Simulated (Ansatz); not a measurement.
A made-up structure of Al₂H₄Se, closed shell:

```xyz
7
angstrom
Al -1.6280 0.5288 -0.8301
Al 0.4434 0.0640 0.6427
Se 2.0848 -1.3303 -0.2483
H -2.9190 -0.4021 -0.7666
H 0.5377 -1.0741 -0.3604
H 0.7469 0.6162 2.1033
H 2.9425 -1.2349 0.9406
```

It is relaxed with PBE-D4/def2-SVP and then PBE0-D4/def2-TZVP (Ansatz 0.2.0). Atoms count as bonded within 1.22 times the sum of their covalent radii (H–H: 0.88 Å). The end point is not checked to be a true minimum.

(1) Does its bonding change? (A judgement: the text doesn't fix the answer.)

Results:

(1) By the calculation: Yes. Formed: Al1–Se3, Al1–H5; broken: Se3–H5.

Where it ends: The first stage lowers the energy by 3.73 eV in 37 steps. It ends as Al₂H₄Se ([H]1[AlH]2[SeH][AlH]12):
```
7
angstrom
Al -0.5501 -0.0123 -0.6954
Al 0.3736 0.1065 1.4165
Se 1.6052 -1.3261 -0.2975
H -1.4893 -0.3159 -1.9238
H -0.9096 -0.9815 0.7809
H 0.6461 -0.0208 2.9631
H 2.5323 -0.2824 -0.7626
```

Labels in which every atom is bracketed show which atoms are joined, not bond orders.

For scale, one of the runs: PBE0-D4/def2-TZVP relaxation, 146 basis functions, launched by `ansatz run in.yaml --threads 2 --pin off --events-out ev --progress --plain --max-ram 4352MiB`. Hardware: 2 CPU threads of an Arm Neoverse V1, shared host. Wall time about 24 s.
